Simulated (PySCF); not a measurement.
C₂H₄F, SMILES C[CH]F, multiplicity 2. Geometry optimised at B3LYP-D3(BJ)/def2-TZVP. The isomer is the one that the SMILES or the coordinates give; other isomers of the formula were not compared.

All values below come from B3LYP-D3(BJ)/def2-TZVP run with PySCF.

Harmonic wavenumbers (cm⁻¹): 189, 409, 537, 913, 1019, 1133, 1183, 1362, 1418, 1459, 1481, 2962, 3049, 3106, 3178. Rotational constants (GHz): 47.35, 9.482, 8.351; symmetry number 1.

Task: Work out the zero-point energy and the ideal-gas rigid-rotor harmonic-oscillator thermochemistry at 298.15 K and 1 atm.

Result: ZPE = ½ Σ hcν = ½ × 23398 cm⁻¹ = 139.95 kJ/mol. H − E(el) = 153.09 kJ/mol. Entropy in J/(mol K): translation 156.78, rotation 91.95, vibration 17.23, spin 5.76, total 271.72. G − E(el) = 72.08 kJ/mol. Cp = 59.07 J/(mol K).
